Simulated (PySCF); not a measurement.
Geometries of 2 isomers of C5H2F2, from PBE0-D3(BJ)/def2-TZVP geometry optimisation, gas phase in PySCF 2.14.0. One conformer each, no zero-point energy, no frequencies.

Task: Which is lower in electronic energy at this level?
A.
```xyz
9
angstrom
F      3.222   -1.156   -1.092
C      2.214   -1.293   -0.229
C      1.097   -0.626   -0.342
C     -0.010   -0.005   -0.386
C     -1.110    0.630   -0.435
C     -2.262    1.240   -0.521
F     -2.495    2.416    0.064
H      2.431   -2.009    0.557
H     -3.124    0.863   -1.061
```
B.
```xyz
9
angstrom
C      2.216    1.189    0.686
C      1.441    0.349    0.320
C      0.528   -0.643   -0.114
F      1.092   -1.834   -0.374
C     -0.756   -0.462   -0.268
C     -2.036   -0.265   -0.331
F     -2.651    0.166   -1.435
H      2.902    1.936    1.012
H     -2.726   -0.431    0.491
```

Result: A. That is `FC=C=C=C=CF`, 2.9 kcal/mol below the other.

```csv
SMILES,atoms numbered as above,E (Eh),relative (kcal/mol),relative (kJ/mol),dipole (D)
FC=C=C=C=CF,[F:1][CH:2]=[C:3]=[C:4]=[C:5]=[CH:6][F:7],-391.00499,0.0,0.0,1.64
C#CC(F)=C=CF,[CH:1]#[C:2][C:3]([F:4])=[C:5]=[CH:6][F:7],-391.00033,2.9,12.2,1.95
```

As drawn, the higher has a C≡C bond, which the lower lacks.
